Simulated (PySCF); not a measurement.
**A PySCF run on TlBr**

State: ¹Σ⁺ (singlet), closed shell.

An equivalent input (the run itself took its basis sets from the Basis Set Exchange, started from a PBE0 density and held the occupation σ 12α 12β, πx 6α 6β, πy 6α 6β, δx 2α 2β, δy 2α 2β):

```python
from pyscf import gto, dft
mol = gto.M(atom='Tl 0 0 0; Br 0 0 2.674', basis={'Tl': 'def2-SVP', 'Br': 'def2-SVP'}, ecp={'Tl': 'def2-SVP'},
            charge=0, spin=0, verbose=4, symmetry='C2v')
mf = dft.UKS(mol, xc='PBE0')
mf.grids.atom_grid = (80, 434)
mf.grids.prune = dft.gen_grid.treutler_prune
mf.irrep_nelec = {'A1': (14, 14), 'A2': (2, 2), 'B1': (6, 6), 'B2': (6, 6)}
mf.conv_tol = 1e-9
mf.max_cycle = 60
mf.diis_space = 10
mf.kernel()
```

The log (some set-up lines and the per-cycle HOMO/LUMO lines removed):

```
******** <class 'pyscf.dft.uks_symm.SymAdaptedUKS'> ********
method = SymAdaptedUKS
damping factor = 0
level_shift factor = 0
DIIS = <class 'pyscf.scf.diis.CDIIS'>
diis_start_cycle = 1
diis_space = 10
diis_damp = 0
SCF conv_tol = 1e-09
SCF conv_tol_grad = None
SCF max_cycles = 60
number electrons alpha = 28  beta = 28
Set gradient conv threshold to 3.16228e-05
init E= -2746.15487207003
cycle= 1 E= -2746.14151124622  delta_E= 0.0134  |g|= 0.0169  |ddm|= 0.0601
cycle= 2 E= -2746.14143408568  delta_E= 7.72e-05  |g|= 0.0227  |ddm|= 0.07
cycle= 3 E= -2746.14177926002  delta_E= -0.000345  |g|= 0.00279  |ddm|= 0.0348
cycle= 4 E= -2746.14178320819  delta_E= -3.95e-06  |g|= 0.000295  |ddm|= 0.00369
cycle= 5 E= -2746.14178328455  delta_E= -7.64e-08  |g|= 0.000107  |ddm|= 0.000726
cycle= 6 E= -2746.14178329249  delta_E= -7.95e-09  |g|= 8.35e-06  |ddm|= 0.000155
cycle= 7 E= -2746.14178329254  delta_E= -4.96e-11  |g|= 1.11e-06  |ddm|= 1.85e-05
Extra cycle  E= -2746.14178329254  delta_E= 9.09e-13  |g|= 1.08e-06  |ddm|= 3.67e-06
converged SCF energy = -2746.14178329254  <S^2> = -3.5527137e-15  2S+1 = 1
```

Repeating this along the bond gives Re = 2.668 Å and ωe = 195 cm⁻¹.

A point of this curve took 0.79 CPU seconds beside 0.22 for the integrals, on Intel Xeon 6975P-C (shared host).

These are scalar-relativistic numbers at best; spin–orbit coupling would shift them, the dissociation energy most.
